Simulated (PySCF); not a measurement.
## Radial density of Os⁶⁵⁺ (osmium, charge +65)

UHF, [Ne] 3s1, 2S determinant. Computed with PySCF 2.14 in an uncontracted even-tempered set (16 s from 19 bohr⁻², ratio 2.5; 10 p from 25 bohr⁻², ratio 2.5; 4 d from 89 bohr⁻², ratio 2.7; 4 f from 130 bohr⁻², ratio 2.7), with no relativity, point nucleus.

```json
{"r (bohr)": "0.000305", "4πr²ρ (e/bohr)": "0.3467", "4πr²(ρα − ρβ)": "0.0048"}
{"r (bohr)": "0.000512", "4πr²ρ (e/bohr)": "0.9504", "4πr²(ρα − ρβ)": "0.0132"}
{"r (bohr)": "0.000862", "4πr²ρ (e/bohr)": "2.550", "4πr²(ρα − ρβ)": "0.0353"}
{"r (bohr)": "0.00145", "4πr²ρ (e/bohr)": "6.598", "4πr²(ρα − ρβ)": "0.0911"}
{"r (bohr)": "0.00244", "4πr²ρ (e/bohr)": "16.06", "4πr²(ρα − ρβ)": "0.2202"}
{"r (bohr)": "0.00410", "4πr²ρ (e/bohr)": "35.31", "4πr²(ρα − ρβ)": "0.4744"}
{"r (bohr)": "0.00690", "4πr²ρ (e/bohr)": "65.47", "4πr²(ρα − ρβ)": "0.8238"}
{"r (bohr)": "0.0116", "4πr²ρ (e/bohr)": "92.14", "4πr²(ρα − ρβ)": "0.9139"}
{"r (bohr)": "0.0195", "4πr²ρ (e/bohr)": "89.06", "4πr²(ρα − ρβ)": "0.2621"}
{"r (bohr)": "0.0328", "4πr²ρ (e/bohr)": "81.45", "4πr²(ρα − ρβ)": "0.3932"}
{"r (bohr)": "0.0552", "4πr²ρ (e/bohr)": "110.3", "4πr²(ρα − ρβ)": "2.5714"}
{"r (bohr)": "0.0929", "4πr²ρ (e/bohr)": "66.25", "4πr²(ρα − ρβ)": "0.0812"}
{"r (bohr)": "0.156", "4πr²ρ (e/bohr)": "12.36", "4πr²(ρα − ρβ)": "5.8857"}
{"r (bohr)": "0.263", "4πr²ρ (e/bohr)": "3.042", "4πr²(ρα − ρβ)": "3.0071"}
{"r (bohr)": "0.442", "4πr²ρ (e/bohr)": "0.05187", "4πr²(ρα − ρβ)": "0.0518"}
```

A non-relativistic calculation at this Z misses sizeable relativistic shifts. Spin-orbit coupling, which splits the p, d and f shells strongly at this Z, is absent.
